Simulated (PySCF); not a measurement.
C3H7NSi2, SMILES [SiH3]C1=C[SiH2]N=C1.

The structure is a stationary point at PBE0-D3(BJ)/def2-SVP. A frequency run showed that this geometry is not a minimum. The structure was generated by enumeration, and PubChem lists no compound with its InChIKey, so it may never have been made.

These are TDDFT-PBE/def2-SVPD in PySCF values and carry that method's errors.

Vertical excitations. The molecule is in vacuum. State labels are in the subgroup Cs.

```json
[
 {"state": "S1", "symmetry": "A\"", "energy (eV)": "3.04", "λ (nm)": "408", "f": "0.000", "main pairs": "HOMO→LUMO 100 %"},
 {"state": "S2", "symmetry": "A\"", "energy (eV)": "4.52", "λ (nm)": "274", "f": "0.002", "main pairs": "HOMO−2→LUMO 99 %"},
 {"state": "S3", "symmetry": "A'", "energy (eV)": "4.53", "λ (nm)": "274", "f": "0.031", "main pairs": "HOMO−1→LUMO 95 %"},
 {"state": "S4", "symmetry": "A'", "energy (eV)": "5.36", "λ (nm)": "231", "f": "0.072", "main pairs": "HOMO−3→LUMO 84 %"},
 {"state": "S5", "symmetry": "A\"", "energy (eV)": "5.41", "λ (nm)": "229", "f": "0.003", "main pairs": "HOMO−4→LUMO 98 %"},
 {"state": "S6", "symmetry": "A\"", "energy (eV)": "5.64", "λ (nm)": "220", "f": "0.000", "main pairs": "HOMO→LUMO+1 98 %"},
 {"state": "S7", "symmetry": "A'", "energy (eV)": "5.71", "λ (nm)": "217", "f": "0.030", "main pairs": "HOMO→LUMO+2 73 %, HOMO→LUMO+3 17 %"},
 {"state": "S8", "symmetry": "A'", "energy (eV)": "5.74", "λ (nm)": "216", "f": "0.004", "main pairs": "HOMO→LUMO+3 77 %, HOMO→LUMO+2 12 %"},
 {"state": "S9", "symmetry": "A'", "energy (eV)": "5.80", "λ (nm)": "214", "f": "0.030", "main pairs": "HOMO−5→LUMO 73 %, HOMO→LUMO+2 13 %"},
 {"state": "S10", "symmetry": "A'", "energy (eV)": "6.23", "λ (nm)": "199", "f": "0.035", "main pairs": "HOMO→LUMO+4 92 %"},
 {"state": "T1", "symmetry": "A\"", "energy (eV)": "2.66", "λ (nm)": "466", "f": "0", "main pairs": "HOMO→LUMO 100 %"},
 {"state": "T2", "symmetry": "A'", "energy (eV)": "3.03", "λ (nm)": "409", "f": "0", "main pairs": "HOMO−1→LUMO 98 %"},
 {"state": "T3", "symmetry": "A\"", "energy (eV)": "4.09", "λ (nm)": "303", "f": "0", "main pairs": "HOMO−2→LUMO 99 %"},
 {"state": "T4", "symmetry": "A'", "energy (eV)": "4.61", "λ (nm)": "269", "f": "0", "main pairs": "HOMO−3→LUMO 93 %"}
]
```
Triplets are in the Tamm–Dancoff approximation, which puts them higher than full response would, so one can lie above its singlet here.
